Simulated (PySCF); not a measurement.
First SCF of a structure search on doublet RuO₂(OH), at a hand-made trigonal pyramidal (heavy-atom frame) geometry. PySCF input:

```python
from pyscf import gto, scf, dft
mol = gto.M(atom='''
Ru     0.000000     0.000000     0.000000
O      1.509800     0.000000     0.802800
O     -0.754900     1.307600     0.802800
O     -0.830000    -1.437600     0.882600
H     -1.739300    -1.541700     1.172300''',
    basis={'Ru': 'def2-TZVP', 'O': 'def2-TZVP', 'H': 'def2-TZVP'},
    ecp={'Ru': 'def2-TZVP'},
    charge=0, spin=1)
mf = dft.UKS(mol, xc='PBE0')
mf.grids.atom_grid = (50, 194)
aux = {'Ru': 'def2-universal-JKFIT', 'O': 'def2-universal-JKFIT', 'H': 'def2-universal-JKFIT'}
mf = mf.density_fit(auxbasis=aux)
mf.conv_tol = 1e-08
mf.diis_space = 10
mf.max_cycle = 60
mf.init_guess = 'minao'
mf.verbose = 4
mf.kernel()
```

Excerpt of the output (cycles alone):

```
init E= -313.082915140335
cycle= 1 E= -320.689524924504  delta_E= -7.61  |g|= 0.753  |ddm|= 3.13
cycle= 2 E= -320.07116750393  delta_E= 0.618  |g|= 1.49  |ddm|= 1.41
cycle= 3 E= -320.774571139705  delta_E= -0.703  |g|= 0.631  |ddm|= 1.02
cycle= 4 E= -320.909986969227  delta_E= -0.135  |g|= 0.19  |ddm|= 0.365
cycle= 5 E= -320.918142076092  delta_E= -0.00816  |g|= 0.121  |ddm|= 0.156
cycle= 6 E= -320.923851450887  delta_E= -0.00571  |g|= 0.0212  |ddm|= 0.0715
cycle= 7 E= -320.923887848437  delta_E= -3.64e-05  |g|= 0.0232  |ddm|= 0.0259
cycle= 8 E= -320.924111493035  delta_E= -0.000224  |g|= 0.00587  |ddm|= 0.0131
cycle= 9 E= -320.924214862187  delta_E= -0.000103  |g|= 0.00306  |ddm|= 0.0209
cycle= 10 E= -320.924302695964  delta_E= -8.78e-05  |g|= 0.00238  |ddm|= 0.0241
cycle= 11 E= -320.92437363116  delta_E= -7.09e-05  |g|= 0.00225  |ddm|= 0.0217
cycle= 12 E= -320.924378382513  delta_E= -4.75e-06  |g|= 0.00226  |ddm|= 0.00138
cycle= 13 E= -320.924313392395  delta_E= 6.5e-05  |g|= 0.00181  |ddm|= 0.0248
cycle= 14 E= -320.924288713831  delta_E= 2.47e-05  |g|= 0.0013  |ddm|= 0.0206
cycle= 15 E= -320.924284249733  delta_E= 4.46e-06  |g|= 0.00103  |ddm|= 0.0146
cycle= 16 E= -320.924289366098  delta_E= -5.12e-06  |g|= 0.000941  |ddm|= 0.00648
cycle= 17 E= -320.924295693904  delta_E= -6.33e-06  |g|= 0.00083  |ddm|= 0.00546
cycle= 18 E= -320.924299615069  delta_E= -3.92e-06  |g|= 0.000716  |ddm|= 0.00371
cycle= 19 E= -320.924306368496  delta_E= -6.75e-06  |g|= 0.000882  |ddm|= 0.0076
cycle= 20 E= -320.924312394135  delta_E= -6.03e-06  |g|= 0.000475  |ddm|= 0.00828
cycle= 21 E= -320.924316873407  delta_E= -4.48e-06  |g|= 0.000301  |ddm|= 0.00847
cycle= 22 E= -320.924319189428  delta_E= -2.32e-06  |g|= 0.000158  |ddm|= 0.00868
cycle= 23 E= -320.924319424673  delta_E= -2.35e-07  |g|= 0.000149  |ddm|= 0.00212
cycle= 24 E= -320.924319532293  delta_E= -1.08e-07  |g|= 7.81e-05  |ddm|= 0.00106
cycle= 25 E= -320.924319581598  delta_E= -4.93e-08  |g|= 6.2e-05  |ddm|= 0.000682
cycle= 26 E= -320.924319595608  delta_E= -1.4e-08  |g|= 5.61e-05  |ddm|= 0.000167
cycle= 27 E= -320.924319609813  delta_E= -1.42e-08  |g|= 5.95e-05  |ddm|= 0.000215
cycle= 28 E= -320.924319556207  delta_E= 5.36e-08  |g|= 5.57e-05  |ddm|= 0.000791
cycle= 29 E= -320.924319540335  delta_E= 1.59e-08  |g|= 4.28e-05  |ddm|= 0.000628
cycle= 30 E= -320.924319532927  delta_E= 7.41e-09  |g|= 3.97e-05  |ddm|= 0.00045
Extra cycle  E= -320.924319525998  delta_E= 6.93e-09  |g|= 0.000162  |ddm|= 0.000136
converged SCF energy = -320.924319525998  <S^2> = 0.79392196  2S+1 = 2.04345
```

This is not the lowest solution: another start and a stability analysis within the same unrestricted form found one 14.6 kJ/mol lower, at -320.92989 Eh.

With open d or f shells other occupations or spin states may lie lower.

The search for the lowest solution, 3 starts and the stability check together, took 35 s on 4 threads of a shared Arm Neoverse V1 host, with 139 basis functions; the process peaked at 0.66 GiB. Launch command: `OMP_NUM_THREADS=4 python axn.py task.json out`.
